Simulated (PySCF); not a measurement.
CH$_{5}$OSb, singlet, geometry from GFN2-xTB (core potentials on Sb). Base run: PBE0/def2-SVP (PySCF).

Here is a job for PySCF.
```python
from pyscf import gto, scf, dft, solvent

mol = gto.M(
    atom='''
Sb   -0.389371    0.262694    0.385764
H    -1.479312   -0.569596   -0.647876
H    -0.309289    1.456184   -0.846413
O     1.190996   -0.715131   -0.278058
C     1.329245   -0.929487   -1.650521
H     1.384165    0.013348   -2.203590
H     2.259466   -1.480911   -1.795006
H     0.499440   -1.518467   -2.053464
''',
    basis='def2-svp',
    ecp={'Sb': 'def2-svp'},
    charge=0,
    spin=0,
    verbose=4,
)

mf = dft.RKS(mol)
mf.xc = 'pbe0'
mf.kernel()
```

The base run was repeated with changes; each row names its change, and settings that it needs were set with it.

| change | ΔE vs base (kJ/mol) | dipole (D) | HOMO-LUMO gap (eV) |
|---|---|---|---|
| base | 0.00 | 1.27 | 6.64 |
| model = IEF-PCM; solvent = tetrahydrofuran | -9.00 | 1.63 | 6.79 |
| model = IEF-PCM; solvent = 2-propanol | ? | ? | 6.82 |
| model = IEF-PCM; solvent = tetrahydrofuran; vdw_scale = 1.4 | -4.49 | 1.50 | 6.72 |
| model = ddCOSMO; solvent = tetrahydrofuran | -8.74 | 1.62 | 6.82 |
| model = IEF-PCM; solvent = dimethylsulfoxide | ? | ? | ? |
| model = IEF-PCM; solvent = tetrahydrofuran; lebedev_order = 41 | -9.02 | 1.63 | 6.79 |
| model = IEF-PCM; solvent = tetrahydrofuran; vdw_scale = 1.0 | -21.95 | 1.87 | 6.90 |
| model = IEF-PCM; solvent = tetrahydrofuran; vdw_scale = 1.1 | -13.64 | 1.73 | 6.86 |
| model = COSMO; solvent = tetrahydrofuran | -9.01 | 1.63 | 6.79 |
| model = IEF-PCM; solvent = tetrahydrofuran; lebedev_order = 11 | -8.92 | 1.63 | 6.79 |
| model = C-PCM; solvent = tetrahydrofuran | ? | ? | ? |

### Question
Complete the blanks.

### Answer

- model = IEF-PCM; solvent = 2-propanol, ΔE vs base (kJ/mol): -10.43
- model = IEF-PCM; solvent = 2-propanol, dipole (D): 1.70
- model = IEF-PCM; solvent = dimethylsulfoxide, ΔE vs base (kJ/mol): -11.00
- model = IEF-PCM; solvent = dimethylsulfoxide, dipole (D): 1.72
- model = IEF-PCM; solvent = dimethylsulfoxide, HOMO-LUMO gap (eV): 6.83
- model = C-PCM; solvent = tetrahydrofuran, ΔE vs base (kJ/mol): -9.69
- model = C-PCM; solvent = tetrahydrofuran, dipole (D): 1.66
- model = C-PCM; solvent = tetrahydrofuran, HOMO-LUMO gap (eV): 6.80

The base is the gas phase, so ΔE is the electrostatic part of solvation at a fixed geometry, without cavity and dispersion terms.
